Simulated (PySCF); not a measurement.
**How methods differ on the ionisation energy of I**

I [Kr] 4d10 5s2 5p5 (2P) → I⁺ [Kr] 4d10 5s2 5p4 (3P), as a difference of total energies. All numbers are calculated (PySCF 2.14, scalar relativity by spin-free X2C-1e, in x2c-QZVPPall (13s9p7d4f1g, 112 functions)). Correlated levels: valence: [Kr] 4d10 frozen; valence and next inner shell: [Ar] 3d10 frozen. The calculations carry no spin-orbit coupling.

```
                                method  ionisation energy (eV)
                                   UHF                   9.541
                                   LDA                  10.804
                                   PBE                  10.513
                                  PBE0                  10.536
                                r2SCAN                  10.537
                                  PW91                  10.582
                               r2SCANh                  10.541
                                B2PLYP                  10.498
                                  ROHF                   9.564
                         MP2 (valence)                  10.375
                     SCS-MP2 (valence)                  10.392
    MP2 (valence and next inner shell)                  10.499
SCS-MP2 (valence and next inner shell)                  10.475
```

**Question.** How much does correlation contribute at MP2 (valence and next inner shell)?

**Answer.** 10.499 − (9.541) = 0.958 eV, measured against UHF.

Errors of the correlated levels include the incompleteness of this basis and the frozen core.

For comparison: 10.519 eV (measured; NIST levels, between the centres of gravity of the two terms).
